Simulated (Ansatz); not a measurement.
Mulliken charges of C2HBrCl2, SMILES `Cl/C=C(\Cl)Br` from r2SCAN/def2-TZVPP in Ansatz (PBE0-D4/def2-TZVP geometry).

```csv
atom,x (Å),y (Å),z (Å),charge (e)
Cl1,0.092,-1.867,1.103,-0.060
C2,0.314,-0.247,0.625,-0.012
C3,-0.215,0.277,-0.475,0.008
Cl4,-1.191,-0.582,-1.569,-0.035
Br5,0.107,2.080,-0.888,-0.020
H6,0.928,0.349,1.285,0.120
```

**Question.** By hand: the dipole of these point charges (1 e Å = 4.8032 D).

**Answer.** Σ q r = (0.140, 0.138, 0.149) e Å, of length 0.247 e Å = 1.19 D.

**Question.** How does the dipole of the full density compare? (An estimate is asked.)

**Answer.** Ansatz gave: (0.093, 0.090, 0.100) e Å, 0.79 D; the point charges give 1.51 times that, at 1° from its direction.

Point charges leave out the atoms' own dipoles, such as those of lone pairs, and Mulliken's split depends on the basis, so the two needn't agree.
